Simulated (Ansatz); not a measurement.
Nudged elastic band run: C2H9AlSi

Input:

```yaml
crystal:
  periodic: [false, false, false]
  atoms:
    - { symbol: C, position_ang: [-1.719497, 0.164976, 0.878083] }
    - { symbol: Si, position_ang: [-0.374301, -1.048853, 0.339216] }
    - { symbol: C, position_ang: [1.278405, -0.188378, 0.049302] }
    - { symbol: Al, position_ang: [1.404494, 1.073918, -1.450391] }
    - { symbol: H, position_ang: [-1.444044, 0.670691, 1.806835] }
    - { symbol: H, position_ang: [-1.89981, 0.934745, 0.123357] }
    - { symbol: H, position_ang: [-2.663224, -0.35721, 1.050563] }
    - { symbol: H, position_ang: [-0.811553, -1.723428, -0.916578] }
    - { symbol: H, position_ang: [-0.23874, -2.10607, 1.3771] }
    - { symbol: H, position_ang: [1.537629, 0.336717, 0.977799] }
    - { symbol: H, position_ang: [2.031568, -0.971769, -0.099197] }
    - { symbol: H, position_ang: [1.995335, 0.605857, -2.842739] }
    - { symbol: H, position_ang: [0.924238, 2.574105, -1.278451] }
basis:
  gaussian: { orbitals: def2-SVPD }
hamiltonian:
  xc: hf
neb:
  order_check: false
  images: 8
  f_tol: 0.03
  max_iterations: 60
  climbing: false
  final_atoms:
    - { symbol: C, position_ang: [-1.84959069, 0.09275359, 0.56308231] }
    - { symbol: Si, position_ang: [-0.24499249, -0.88971734, 0.74721224] }
    - { symbol: C, position_ang: [0.96138537, -0.54052752, -0.65376469] }
    - { symbol: Al, position_ang: [1.65653939, 1.28497927, -0.90072726] }
    - { symbol: H, position_ang: [-1.66581958, 1.16940428, 0.59102759] }
    - { symbol: H, position_ang: [-2.34911868, -0.14046453, -0.38074015] }
    - { symbol: H, position_ang: [-2.54359018, -0.14619265, 1.37188173] }
    - { symbol: H, position_ang: [-0.57961235, -2.33979452, 0.80487434] }
    - { symbol: H, position_ang: [0.39497372, -0.53829343, 2.04591087] }
    - { symbol: H, position_ang: [1.83518097, -1.19645861, -0.53543842] }
    - { symbol: H, position_ang: [0.50538325, -0.85018928, -1.60468041] }
    - { symbol: H, position_ang: [2.70700726, 1.57034153, -2.05196645] }
    - { symbol: H, position_ang: [1.192754, 2.48946021, 0.0182273] }
  initial_path:
    images:
      - { positions_ang: [[-1.719497, 0.164976, 0.878083], [-0.374301, -1.048853, 0.339216], [1.278405, -0.188378, 0.049302], [1.404494, 1.073918, -1.450391], [-1.444044, 0.670691, 1.806835], [-1.89981, 0.934745, 0.123357], [-2.663224, -0.35721, 1.050563], [-0.811553, -1.723428, -0.916578], [-0.23874, -2.10607, 1.3771], [1.537629, 0.336717, 0.977799], [2.031568, -0.971769, -0.099197], [1.995335, 0.605857, -2.842739], [0.924238, 2.574105, -1.278451]] }
      - { positions_ang: [[-1.66959078, 0.20026471, 0.80659828], [-0.37225392, -1.0587978, 0.38694815], [1.26928653, -0.28153768, -0.0110291], [1.36291083, 1.10206052, -1.36538536], [-1.36686565, 0.7869981, 1.64014222], [-1.86884482, 0.87290939, -0.02211038], [-2.62013685, -0.26376834, 1.04452243], [-0.83207712, -1.83128557, -0.75891993], [-0.21405954, -1.96151454, 1.50959219], [1.65741936, 0.12060084, 0.88676426], [1.91814588, -1.05759103, -0.29859158], [2.09505577, 0.87747736, -2.60264279], [0.6615103, 2.45948506, -1.20098936]] }
      - { positions_ang: [[-1.61968456, 0.23555341, 0.73511355], [-0.37020683, -1.0687426, 0.4346803], [1.26016806, -0.37469737, -0.07136021], [1.32132767, 1.13020305, -1.28037973], [-1.2896873, 0.90330519, 1.47344943], [-1.83787963, 0.81107378, -0.16757777], [-2.5770497, -0.17032669, 1.03848186], [-0.85260123, -1.93914314, -0.60126187], [-0.18937909, -1.81695909, 1.64208439], [1.77720971, -0.09551532, 0.79572952], [1.80472376, -1.14341306, -0.49798617], [2.19477655, 1.14909772, -2.36254659], [0.39878259, 2.34486511, -1.12352772]] }
      - { positions_ang: [[-1.56977834, 0.27084212, 0.66362883], [-0.36815975, -1.0786874, 0.48241245], [1.25104959, -0.46785705, -0.13169131], [1.2797445, 1.15834557, -1.19537409], [-1.21250894, 1.01961229, 1.30675665], [-1.80691445, 0.74923817, -0.31304515], [-2.53396255, -0.07688503, 1.03244128], [-0.87312535, -2.04700072, -0.4436038], [-0.16469863, -1.67240363, 1.77457658], [1.89700007, -0.31163147, 0.70469478], [1.69130164, -1.22923509, -0.69738075], [2.29449732, 1.42071808, -2.12245038], [0.13605489, 2.23024517, -1.04606608]] }
      - { positions_ang: [[-1.51987211, 0.30613082, 0.5921441], [-0.36611266, -1.0886322, 0.53014459], [1.24193111, -0.56101673, -0.19202241], [1.23816133, 1.1864881, -1.11036845], [-1.13533059, 1.13591938, 1.14006386], [-1.77594927, 0.68740256, -0.45851254], [-2.4908754, 0.01655662, 1.02640071], [-0.89364946, -2.15485829, -0.28594574], [-0.14001818, -1.52784818, 1.90706877], [2.01679043, -0.52774763, 0.61366004], [1.57787952, -1.31505712, -0.89677534], [2.39421809, 1.69233843, -1.88235417], [-0.12667281, 2.11562522, -0.96860444]] }
      - { positions_ang: [[-1.53432697, 0.29810611, 0.55714402], [-0.35174505, -1.07095046, 0.57547751], [1.20670671, -0.60014446, -0.27014093], [1.26616637, 1.20993935, -1.0492947], [-1.15997232, 1.19133197, 1.00497415], [-1.82587245, 0.56793484, -0.51452333], [-2.47758276, 0.040003, 1.06210279], [-0.86787828, -2.22334346, -0.09467326], [-0.06960554, -1.35365078, 1.98138109], [2.04985176, -0.69810048, 0.44552255], [1.40830344, -1.30154826, -1.06405127], [2.47329279, 1.79950338, -1.79449056], [-0.0968377, 2.10622025, -0.82452907]] }
      - { positions_ang: [[-1.6131429, 0.24676798, 0.5586286], [-0.32505691, -1.02564218, 0.61841119], [1.14537637, -0.58524023, -0.36604687], [1.36375963, 1.22869933, -1.01215284], [-1.28643414, 1.18585005, 0.90148751], [-1.95668401, 0.390835, -0.48107754], [-2.49408461, -0.00654592, 1.13954753], [-0.79581179, -2.25245622, 0.13021364], [0.04653927, -1.14981144, 1.99751354], [1.99618406, -0.82269001, 0.20028231], [1.18257339, -1.18870851, -1.19920856], [2.53172141, 1.74221292, -1.85885953], [0.22556023, 2.20203024, -0.61383998]] }
      - { positions_ang: [[-1.69195883, 0.19542985, 0.56011317], [-0.29836877, -0.9803339, 0.66134487], [1.08404604, -0.57033599, -0.46195281], [1.46135288, 1.24745931, -0.97501098], [-1.41289595, 1.18036813, 0.79800087], [-2.08749557, 0.21373515, -0.44763174], [-2.51058647, -0.05309483, 1.21699226], [-0.72374531, -2.28156899, 0.35510054], [0.16268409, -0.9459721, 2.01364598], [1.94251637, -0.94727955, -0.04495793], [0.95684334, -1.07586877, -1.33436584], [2.59015002, 1.68492245, -1.9232285], [0.54795815, 2.29784023, -0.40315089]] }
      - { positions_ang: [[-1.77077476, 0.14409172, 0.56159774], [-0.27168063, -0.93502562, 0.70427855], [1.0227157, -0.55543176, -0.55785875], [1.55894613, 1.26621929, -0.93786912], [-1.53935776, 1.1748862, 0.69451423], [-2.21830712, 0.03663531, -0.41418595], [-2.52708832, -0.09964374, 1.294437], [-0.65167883, -2.31068175, 0.57998744], [0.2788289, -0.74213277, 2.02977842], [1.88884867, -1.07186908, -0.29019817], [0.7311133, -0.96302902, -1.46952313], [2.64857864, 1.62763199, -1.98759748], [0.87035608, 2.39365022, -0.19246179]] }
      - { positions_ang: [[-1.84959069, 0.09275359, 0.56308231], [-0.24499249, -0.88971734, 0.74721224], [0.96138537, -0.54052752, -0.65376469], [1.65653939, 1.28497927, -0.90072726], [-1.66581958, 1.16940428, 0.59102759], [-2.34911868, -0.14046453, -0.38074015], [-2.54359018, -0.14619265, 1.37188173], [-0.57961235, -2.33979452, 0.80487434], [0.39497372, -0.53829343, 2.04591087], [1.83518097, -1.19645861, -0.53543842], [0.50538325, -0.85018928, -1.60468041], [2.70700726, 1.57034153, -2.05196645], [1.192754, 2.48946021, 0.0182273]] }
```

Launched with:

```bash
$ ansatz run input.yaml --threads 2 --pin off --max-ram 3072MiB --backend cpu --events-out ev --progress --plain --runs-dir out
```

Output, in part (warnings, iteration lines, the closing report on the highest movable image, with atoms numbered from 0):

```
NEB end point (image 0): max|allowed force component| = 1.008e-2 eV/Å (the criterion of neb.relax_end_points is 1.000e-2)
NEB end point (image 9): max|allowed force component| = 1.005e-2 eV/Å (the criterion of neb.relax_end_points is 1.000e-2)
NEB iter   1: max|band force component| = 3.065e0 eV/Å  barrier→ = 0.7485 eV  barrier← = 0.7174 eV  Δτ_max = 0.1990 Å  (297 SCF iters)
NEB iter   2: max|band force component| = 9.932e-1 eV/Å  barrier→ = 0.2285 eV  barrier← = 0.1974 eV  Δτ_max = 0.1595 Å  (215 SCF iters)
NEB iter   3: max|band force component| = 3.081e-1 eV/Å  barrier→ = 0.1496 eV  barrier← = 0.1185 eV  Δτ_max = 0.1301 Å  (200 SCF iters)
NEB iter   4: max|band force component| = 1.090e-1 eV/Å  barrier→ = 0.1324 eV  barrier← = 0.1014 eV  Δτ_max = 0.0543 Å  (201 SCF iters)
NEB iter   5: max|band force component| = 6.838e-2 eV/Å  barrier→ = 0.1297 eV  barrier← = 0.0986 eV  Δτ_max = 0.0685 Å  (202 SCF iters)
NEB iter   6: max|band force component| = 4.536e-2 eV/Å  barrier→ = 0.1290 eV  barrier← = 0.0980 eV  Δτ_max = 0.1013 Å  (198 SCF iters)
NEB iter   7: max|band force component| = 4.715e-2 eV/Å  barrier→ = 0.1287 eV  barrier← = 0.0977 eV  Δτ_max = 0.0508 Å  (200 SCF iters)
NEB iter   8: max|band force component| = 8.122e-2 eV/Å  barrier→ = 0.1285 eV  barrier← = 0.0974 eV  Δτ_max = 0.0255 Å  (190 SCF iters)
NEB iter   9: max|band force component| = 4.564e-2 eV/Å  barrier→ = 0.1283 eV  barrier← = 0.0972 eV  Δτ_max = 0.0255 Å  (188 SCF iters)
NEB iter  10: max|band force component| = 3.870e-2 eV/Å  barrier→ = 0.1281 eV  barrier← = 0.0970 eV  Δτ_max = 0.0255 Å  (195 SCF iters)
NEB iter  11: max|band force component| = 2.379e-2 eV/Å  barrier→ = 0.1278 eV  barrier← = 0.0968 eV  Δτ_max = 0.0000 Å  (437 SCF iters)
Total energy: -16642.63285027 eV, -611.6054764658 hartree
Atom 0 at    -1.753640     0.223740     0.632303 Å, force    -0.003765     0.006093    -0.009775 eV/Å
Atom 1 at    -0.354402    -1.047131     0.606185 Å, force     0.000959     0.005042     0.002867 eV/Å
Atom 2 at     1.198460    -0.496713    -0.325008 Å, force     0.001892    -0.000415    -0.005164 eV/Å
Atom 3 at     1.425740     1.294045    -1.108776 Å, force     0.002169     0.003589     0.015611 eV/Å
Atom 4 at    -1.451209     1.148229     1.129953 Å, force    -0.000317    -0.002816    -0.001905 eV/Å
Atom 5 at    -2.083989     0.485653    -0.375757 Å, force     0.000469    -0.003962     0.001520 eV/Å
Atom 6 at    -2.615105    -0.177942     1.170903 Å, force    -0.000341    -0.003907     0.003317 eV/Å
Atom 7 at    -0.880733    -2.298082    -0.006407 Å, force     0.002133     0.000310     0.005260 eV/Å
Atom 8 at     0.006909    -1.360559     2.016040 Å, force     0.001460     0.003079     0.001879 eV/Å
Atom 9 at     2.066406    -0.654098     0.328740 Å, force     0.000341    -0.005032    -0.006353 eV/Å
Atom 10 at     1.361581    -1.193043    -1.159601 Å, force    -0.006979    -0.000208    -0.004632 eV/Å
Atom 11 at     2.818339     1.652050    -1.774809 Å, force     0.001511     0.000592     0.001519 eV/Å
Atom 12 at     0.282142     2.389153    -1.118867 Å, force     0.000469    -0.002364    -0.004145 eV/Å
Dipole moment:     0.034924     0.012525    -0.033023 e Å
```

The run converged. No image climbed, so the highest image needn't sit at the top of the path.

Final band (atoms are numbered from 1 in the order of the input):

| image | path coordinate (Å) | energy (kJ/mol) | dihedral H8–Si2–C3–Al4 (°) |
| --- | --- | --- | --- |
| 0 | 0.00 | 0.0 | 54 |
| 1 | 0.70 | 0.9 | 65 |
| 2 | 1.39 | 3.5 | 78 |
| 3 | 2.09 | 7.6 | 93 |
| 4 | 2.79 | 11.4 | 109 |
| 5 | 3.48 | 12.3 | 126 |
| 6 | 4.18 | 9.8 | 143 |
| 7 | 4.88 | 6.1 | 159 |
| 8 | 5.57 | 3.6 | 174 |
| 9 | 6.27 | 3.0 | -177 |

The run took 3.2 min on 2 threads of Intel(R) Xeon(R) 6975P-C (Granite Rapids) (shared host), peak memory 0.46 GiB.
